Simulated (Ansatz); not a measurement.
Isolated molecules relaxed with PBE0-D4/def2-TZVP in Ansatz; ΔE leaves out vibrations. CCSD(T)/CBS is the MP2 limit (def2-TZVPP, def2-QZVPP) plus CCSD(T) − MP2 in def2-TZVPP, frozen cores. Functionals use def2-TZVPP. B3LYP here is the variant with VWN-RPA as its local correlation; programs differ in this. For Ge outer-core shells are correlated without core-valence functions, which leaves a few kJ/mol of doubt a bond. Scalar relativity is left out up to krypton. One conformer a species, not always the lowest.

Consider the formal exchange of groups at a C–Si bond: `C=C[SiH](F)[GeH3]` + `C=CBC=C` → `C=CB(C=C)C=C` + `F[SiH2][GeH3]`.

```
             level  ΔE (eV)
          B3LYP-D4    -0.04
            B2PLYP    -0.02
               PBE    -0.02
              PBE0    -0.02
             B3LYP     0.00
     HF/def2-TZVPP     0.04
CCSD(T)/def2-TZVPP    -0.05
SCS-MP2/def2-QZVPP    -0.03
```

Problem. What does CCSD(T)/CBS give? (Estimate.)

Solution. Ansatz gave: -0.04 eV. The listed levels differ from it by 0.00, 0.02, 0.02, 0.02, 0.04, 0.08, -0.01, 0.01 eV.

Largest T1 diagnostic among the species: 0.012.

In def2-TZVPP, CCSD(T) changes the Hartree–Fock value by −0.09 eV (the triples alone add −0.01 eV) and MP2 by −0.09 eV. The D4 term adds −0.04 eV with B3LYP and −0.02 eV with PBE0; it sums over pairs of atoms, weighted by their polarisabilities, and B3LYP, whose exchange is more repulsive, gets the larger term.
